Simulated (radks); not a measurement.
The lanthanum ion La29+, 28 electrons, occupied as [Ar] 3d10.

Method: non-relativistic Kohn-Sham, LDA (Slater exchange, Perdew-Wang correlation), spin-unpolarised, spherical densities, point nucleus; relativity is left out, which matters for an element this heavy; computed with a radial shooting solver on a logarithmic mesh with Libxc functionals.

Energy parts (eV):
total: -211870.77
kinetic: 211801.69
electron-nucleus: -471166.18
Hartree: 51756.51
exchange-correlation: -4262.79

Orbitals (lengths in bohr, moments of r in powers of bohr; r(max) is where P^2 peaks):
orbital  occ.  eigenvalue (eV)      <r^4>   r(max)
1s          2        -37902.70  2.281e-06  0.01767
2s          2        -6693.663  0.0003926  0.09717
2p          6        -6386.797  0.0002525  0.07575
3s          2        -2139.962    0.01439   0.2717
3p          6        -2008.576    0.01324   0.2579
3d         10        -1766.728   0.009656   0.2068

The highest occupied level is 3d at -1766.7 eV. Virial ratio -V/T = 2.00033. The density falls to 0.001 e/bohr^3 at r = 0.90 bohr. For comparison, the ionisation energy in NIST's Atomic Spectra Database is 1800 eV (theoretical). In exact Kohn-Sham theory the highest level is minus the ionisation energy, but local and semilocal functionals leave it too shallow, through self-interaction and a potential that decays too fast; potentials with the right tail come closer. Summed over all electrons, <r^2> = 1.598 bohr^2, which gives a Langevin (diamagnetic) susceptibility term of -1.27 x 10^-6 cm^3/mol.
